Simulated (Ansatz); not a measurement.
PBE exchange is replaced step by step with exact exchange (0 % is PBE, 25 % PBE0; no dispersion term), basis def2-TZVP, Ansatz. System: Zn₂O⁺. Total charge 1; doublet. Geometry: PBE-D4/def2-TZVP, each spin state at its own.

Geometry of the doublet:

```xyz
3

Zn   -1.406    0.494   -0.840
Zn    1.447   -0.110    0.906
O    -0.041   -0.384   -0.066
```

The structure comes from a short search, and lower isomers may exist.

HOMO and LUMO are taken over both spins.

| exact exchange (%) | HOMO (eV) | LUMO (eV) | gap (eV) | ⟨S²⟩ | quartet − doublet (kJ/mol) |
| --- | --- | --- | --- | --- | --- |
| 5 | -10.92 | -9.89 | 1.03 | 0.755 | 173.5 |
| 10 | -11.00 | -9.66 | 1.34 | 0.756 | 164.9 |
| 15 | -11.07 | -9.52 | 1.55 | 0.758 | 156.3 |
| 25 | -11.22 | -9.25 | 1.96 | 0.763 | 139.2 |
| 35 | -11.36 | -8.99 | 2.38 | 0.770 | 122.5 |
| 50 | -11.58 | -8.59 | 2.99 | 0.781 | 98.2 |

(1) Fit a straight line to the column «quartet − doublet (kJ/mol)» against the share of exact exchange and predict its value at 0 %.

Answers

(1) With x = exact exchange (%) and y = quartet − doublet (kJ/mol): mean x = 23.33, mean y = 142.4; Σ(x − x̄)(y − ȳ) = -2402, Σ(x − x̄)² = 1433; slope b = -1.676, intercept a = ȳ − b·x̄ = 181.5. The residuals of the fitted rows reach 0.5. At x = 0 the line gives 181.5 + (-1.676 × 0) = 181.5; the run gave 182.1, 0.6 more than the line.
